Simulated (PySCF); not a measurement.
3,4-dichlorobuta-1,2-diene (C₄H₄Cl₂), SMILES ClCC(Cl)=C=C.

Geometry: B3LYP-D3(BJ)/def2-SVP. One conformer was computed; it need not be the lowest.

All values below come from PBE/def2-TZVP run with PySCF.

Gas-phase values at a fixed geometry.

Problem. Estimate the frontier levels, gap, dipole moment and polarisability. (An estimate is asked for; the answer gives what the named calculation found.)

Solution. 
```yaml
highest_occupied_level: -6.36 eV
lowest_empty_level: -2.08 eV
orbital_gap: 4.28 eV
dipole_moment: 2.68 D
quadrupole, principal values (traceless, Buckingham form, about the centre of nuclear charge): -6.94, 0.86, 6.08 D·Å
mean_static_polarisability: 78.6 bohr³ (11.65 Å³)
polarisability_principal_values: 54.3, 68.1, 113.3 bohr³
```
